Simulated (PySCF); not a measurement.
C3H7BO3, SMILES COB1COCO1.

Geometry: PBE0-D3(BJ)/def2-SVP. This is a generated structure with no PubChem entry under its InChIKey; it may be hypothetical. Other conformers were not sampled.

Two levels are set side by side: TDA-PBE/def2-SVPD (PySCF) and TDA-ωB97X/def2-SVPD (PySCF). Vertical, same geometry. The lowest singlet is HOMO→LUMO 100 % with PBE and HOMO→LUMO 64 %, HOMO→LUMO+1 16 % with the other functional; states are paired by order. Differences are taken from unrounded values.

| quantity | TDA-ωB97X | TDA-PBE | TDA-PBE minus TDA-ωB97X |
|---|---|---|---|
| lowest singlet excitation (eV) | 7.55 | 5.68 | -1.87 |
| lowest triplet excitation (TDA) (eV) | 7.46 | 5.59 | -1.87 |

A lower first singlet is the usual sign of a functional without exact exchange. Differences between two approximate levels are no errors against the true value.

Rough cost on one machine, each run with all the roots and properties that it gave: TDA-ωB97X against TDA-PBE about 6 times.
